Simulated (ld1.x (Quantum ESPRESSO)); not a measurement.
# Transferability test, RRKJ potential for Mn (Z = 25)

```
Element                 : Mn (Z = 25)
Generator               : ld1.x (Quantum ESPRESSO) 7.5
Type                    : norm-conserving RRKJ (Kleinman–Bylander form)
Functional              : BLYP
Relativity              : fully relativistic
Frozen core             : [Ne]
Valence charge          : 15
Reference configuration : 3s2 3p6 3d5 4s2 4p0
Partial waves           : 3s (bound): rc 1.30 bohr; 3p (bound): rc 1.30 bohr; 3d (bound): rc 1.30 bohr
Local potential         : the d channel
Core correction         : none
```

Open shells are filled in proportion to 2j + 1 (rel_dist='average').

Occupied shells without a wave of their own: 4s. They enter only through the test configuration that unscreens the potential.

Energies are relative to the spin-unpolarised reference configuration 3s2 3p6 3d5 4s2 4p0; without spin polarisation the order of configurations can differ from experiment. The d channel is local and has no spin–orbit splitting in the pseudo-atom.

| valence configuration | charge | ΔE all-electron (eV) | error AE − PS (meV) |
| --- | --- | --- | --- |
| 3s2 3p6 3d5 4s1 4p0 | +1 | 8.401 | -514 |
| 3s2 3p6 3d5 4s0 4p0 | +2 | 24.170 | -1360 |
| 3s2 3p6 3d6 4s0 4p0 | +1 | 6.931 | -686 |
| 3s2 3p6 3d4 4s2 4p1 | 0 | 7.798 | +66 |
| 3s1 3p6 3d5 4s2 4p0 | +1 | 93.212 | +141 |

Question: What are ΔE and the potential's error for 3s2 3p6 3d4 4s0 4p0?

Answer: ΔE = 56.691 eV all-electron; the error (AE − PS) is -2283 meV.

Question: What are ΔE and the potential's error for 3s2 3p5 3d5 4s2 4p0?

Answer: ΔE = 61.780 eV all-electron; the error (AE − PS) is +199 meV.

Levels in the configuration 3s2 3p5 3d5 4s2 4p0:

```
   level  all-electron (eV)  pseudo (eV)
3s j=1/2           -101.193     -100.749
3p j=1/2            -70.649      -70.152
3p j=3/2            -69.331      -68.840
3d j=3/2            -21.043      -20.555
3d j=5/2            -20.904      -20.555
4s j=1/2            -13.633      -14.395
```

ld1.x printed “convergence not achieved” for 7 of the counted tests; their residual had stalled under 1e-8, short of the target of 1e-14. The 4s level has no wave, so the channel is fitted at the deeper level alone: the likely source of the large errors.

The potential misses its own reference levels by up to 0.4 eV.
